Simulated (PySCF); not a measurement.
State search for SrBi

Unrestricted PBE0; basis Sr def2-SVP with ECP28, Bi def2-SVP with ECP60; scalar-relativistic core potentials; PySCF 2.14. Outer shells of the fragments: Sr 5s2; Bi 5d10 6s2 6p3.

Followed along the bond (rough minima from three points):

```
2Ms+1   unpaired  ⟨S²⟩ at the start  R at minimum (Å)  Te (eV)
    4  σ ↑, π ↑↑               3.75              3.35     0.00
    2        π ↑               0.97              3.04     0.08
    2  σ ↓, π ↑↑               1.76              3.31     0.10
    2  σ ↑, π ↑↓               1.76              3.32     0.35
    4  σ ↑↑, π ↑               3.75              3.15     0.79
```

Solutions found at the starting distance of 3.170 Å, counted from the lowest of them; the search is not exhaustive and high or unbound solutions are not listed, so other states can lie among these:

```csv
2Ms+1,unpaired,term,E (eV),⟨S²⟩,⟨Lz²⟩,μ (D)
4,"σ ↑, π ↑↑",⁴Σ⁻,0.00,3.75,0.00,-3.40
2,π ↑,²Π,0.08,0.97,1.01,-7.52
2,"σ ↓, π ↑↑",mixed,0.09,1.76,0.00,-3.79
2,"σ ↑, π ↑↓",mixed,0.34,1.76,2.01,-3.58
4,"σ ↑↑, π ↑",⁴Π,0.74,3.75,1.02,-4.54
2,σ ↑,mixed,1.13,0.75,2.01,-3.39
4,π ↑↑↑,⁴Π,1.47,3.75,1.00,-1.53
4,"π ↑↑, δ ↑",⁴Δ,1.66,3.76,4.00,-6.01
4,"σ ↑, π ↑↑",mixed,2.17,3.75,2.01,-3.11
2,π ↑,²Π,2.82,0.75,1.01,4.21
```

A term symbol is given only where ⟨S²⟩ and ⟨Lz²⟩ are close to those of a pure state; real π, δ and φ orbitals otherwise mix terms. A positive dipole means Sr(−)Bi(+).

Spin–orbit coupling is left out, which matters for elements this heavy, above all for dissociation energies.
